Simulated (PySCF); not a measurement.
# S⁺ (sulfur, charge +1): UHF calculation

Configuration: [Ne] 3s2 3p2 4s1, high-spin 4P determinant (an excited configuration). Calculation: PySCF 2.14, in aug-cc-pV(T+d)Z (6s5p4d2f, 55 functions); the non-relativistic Hamiltonian (point nucleus).

```json
{"Total energy": "-396.677370 hartree", "One-electron energy": "-539.1105 hartree", "Hartree (Coulomb) energy": "166.9706 hartree", "Exchange energy": "-24.5375 hartree", "Kinetic energy": "396.63410 hartree", "⟨S²⟩": "3.7613", "⟨L²⟩": "2.146", "Sum of ⟨r⟩": "14.97 bohr", "Sum of ⟨r²⟩": "36.80 bohr²", "Traceless quadrupole moment −½Σ⟨3z² − r²⟩ along its main axis": "-0.196 e·bohr²", "Density at the nucleus (Gaussians lack the cusp)": "2630 bohr⁻³", "Spin density at the nucleus": "1.52 bohr⁻³", "Langevin diamagnetic susceptibility": "-29.1 ×10⁻⁶ cm³/mol"}
```

| shell | electrons | mean orbital energy (hartree) | spread (hartree) | rms radius, mean of both spins (bohr) |
| --- | --- | --- | --- | --- |
| 1s α | 1 | -92.72772 | 0 | 0.113 |
| 1s β | 1 | -92.70184 | 0 | 0.113 |
| 2s α | 1 | -9.70701 | 0 | 0.517 |
| 2s β | 1 | -9.67798 | 0 | 0.517 |
| 2p α | 3 | -7.38714 | 0.02016 | 0.491 |
| 2p β | 3 | -7.34234 | 0.02705 | 0.491 |
| 3s α | 1 | -1.54374 | 0 | 1.71 |
| 3s β | 1 | -1.28885 | 0 | 1.71 |
| 3p α | 2 | -1.03294 | 0 | 1.93 |
| 4s α | 1 | -0.34281 | 0 | 4.63 |

The outer electron is Rydberg-like, and this basis confines it to a smaller radius and binds it less than a complete one would.

Spin-orbit constants ζ (cm⁻¹) from the X2C one-electron operator on these orbitals (non-relativistic here): bare nucleus, nucleus screened by l(l+1)(2l+1)/3 electrons, and screened by the Breit-Pauli mean field of the electrons.

| shell | bare | screened nucleus | mean field |
| --- | --- | --- | --- |
| 2p | 7382 | 6459 | 6037 |
| 3p | 601.8 | 526.6 | 485.9 |

To first order the Landé constant is A = 162.0 cm⁻¹, so the lowest level has J = 1/2 and lies 0.0502 eV below the centre of the term. This holds in LS coupling only.
